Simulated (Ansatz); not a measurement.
A search over several starts for the lowest SCF solution of Cr(NH2)2 (CrN₂H₄) at the given spin, in a small basis.

```yaml
crystal:
  periodic: [false, false, false]
  atoms:
    - {symbol: Cr, position_ang: [0.323830, -0.370474, -0.003652]}
    - {symbol: N, position_ang: [0.060446, -0.084616, 1.812710]}
    - {symbol: H, position_ang: [0.505879, 0.642025, 2.358417]}
    - {symbol: H, position_ang: [-0.723852, -0.432725, 2.349365]}
    - {symbol: N, position_ang: [0.057992, -0.050939, -1.814050]}
    - {symbol: H, position_ang: [0.502424, 0.686231, -2.346556]}
    - {symbol: H, position_ang: [-0.726729, -0.389512, -2.356245]}
basis:
  gaussian: {orbitals: def2-SVP, initial_orbitals: start.molden}
magnetization: {spin_polarized: true, initial_magnetization: 2}
hamiltonian: {xc: pbe0, dispersion: d4}
output: {orbitals: {seedname: orbitals}}
```

The file start.molden holds the orbitals of an earlier run on this structure, at another level or in another basis.

```sh
$ ansatz run in.yaml --threads 2 --pin off --events-out ev --progress --plain --max-ram 4352MiB
```

Shortened log:

```
Functional definition: PBE0
  name "PBE0"
  cite "Adamo & Barone, J. Chem. Phys. 110, 6158 (1999) doi:10.1063/1.478522"
  cite "Perdew, Burke & Ernzerhof, Phys. Rev. Lett. 77, 3865 (1996) doi:10.1103/PhysRevLett.77.3865"
  parent pbe
  parameter a = 0.25
  parameter kappa = 0.804
  parameter beta = 0.06672455060314922
  exchange = (1 - a)*pbe_x(kappa = kappa, mu = beta*pi^2/3) + a*exact_x
  correlation = pbe_c(beta = beta)
849 factors; integrals over basis functions are off by at most 9.1e-4 eV
mean field evaluation 1: about -31449.8700 eV, gradient 6.9e0 eV
mean field evaluation 2: about -31450.1298 eV, gradient 2.1e-1 eV
mean field evaluation 4: about -31450.2910 eV, gradient 3.3e-2 eV
mean field evaluation 8: about -31450.2913 eV, gradient 3.4e-4 eV
mean field evaluation 16: about -31450.2913 eV, gradient 8.4e-6 eV
mean field evaluation 32: about -31449.2537 eV, gradient 1.7e-1 eV
mean field evaluation 64: about -31450.2576 eV, gradient 1.5e-1 eV
mean field evaluation 96: about -31450.1531 eV, gradient 3.5e-3 eV
mean field -31450.29134787 eV, -1155.7768892613 hartree, gradient 8.4e-6 eV, S^2 3.037927; 10 other end points of the search recorded, 0 dependent functions left out
reference -31450.29140025 eV, -1155.7768911860 hartree; 22, 20 occupied and 57, 59 virtual orbitals, 849 factors
Total energy: -31450.37756178 eV, -1155.7800575640 hartree
```

It took 16 s on 2 threads of Intel Xeon Platinum 8375C on a shared host.

The charge 0 triplet is spin-contaminated (final ⟨S²⟩ up to 3.04, 2.00 for a pure state). At PBE0-D4/def2-TZVP a quintet of charge 0 lies 1.34 eV below the triplet, each at its own geometry.
